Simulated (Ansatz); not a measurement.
Ansatz (a first-principles code) input (BHLYP/def2-TZVPD):

Ansatz 0.2 input:
```yaml
crystal:
  periodic: [false, false, false]
  atoms:
    - {symbol: Si, position_ang: [-0.02555787, 0.00397546, 0.00616477]}
    - {symbol: C, position_ang: [1.72851112, -0.45237176, -0.46380781]}
    - {symbol: N, position_ang: [-0.37420800, -0.91840172, 1.42258296]}
    - {symbol: N, position_ang: [-0.95058033, -0.18760872, -1.43820569]}
    - {symbol: N, position_ang: [-0.36962410, 1.61651903, 0.48741171]}
    - {symbol: H, position_ang: [2.07189938, 0.14621797, -1.30941892]}
    - {symbol: H, position_ang: [2.41052992, -0.28313788, 0.37135299]}
    - {symbol: H, position_ang: [1.81039452, -1.50528691, -0.74927396]}
    - {symbol: H, position_ang: [-1.26715312, -0.83066235, 1.88247782]}
    - {symbol: H, position_ang: [-0.00020367, -1.84748930, 1.53247333]}
    - {symbol: H, position_ang: [-1.93738094, 0.01913174, -1.44415677]}
    - {symbol: H, position_ang: [-0.73055460, -0.92146402, -2.09257862]}
    - {symbol: H, position_ang: [-0.09483626, 1.95084051, 1.39628801]}
    - {symbol: H, position_ang: [-0.41506479, 2.35686410, -0.19314661]}
basis:
  gaussian:
    orbitals: def2-TZVPD
hamiltonian:
  xc: {name: BHLYP}
magnetization: {spin_polarized: true, initial_magnetization: 2}
```

Output:

```
Functional definition: BHLYP
integrals: 0.24 GiB planned
1580 factors; their error is unknown
mean field: 2.64 GiB planned
mean field evaluation 1: about -13515.7340 eV, gradient 5.4e1 eV
mean field evaluation 2: about -13516.0878 eV, gradient 5.3e1 eV
mean field evaluation 4: about -13528.1447 eV, gradient 2.9e0 eV
mean field evaluation 8: about -13528.1988 eV, gradient 7.8e-2 eV
mean field evaluation 16: about -13528.2334 eV, gradient 6.9e-4 eV
mean field evaluation 32: about -13528.3223 eV, gradient 1.5e-5 eV
mean field -13528.32228460 eV, -497.1566741330 hartree, gradient 2.5e-5 eV, S^2 2.012827; 4 other end points of the search recorded, 0 dependent functions left out
reference -13528.32248612 eV, -497.1566815387 hartree; 26, 24 occupied and 246, 248 virtual orbitals, 1580 factors
Total energy: -13528.32248612 eV, -497.1566815387 hartree
```

This state (charge 0, triplet) is run at the relaxed geometry of the species with charge 0 and multiplicity 1, and is a spin state other than that species' own.
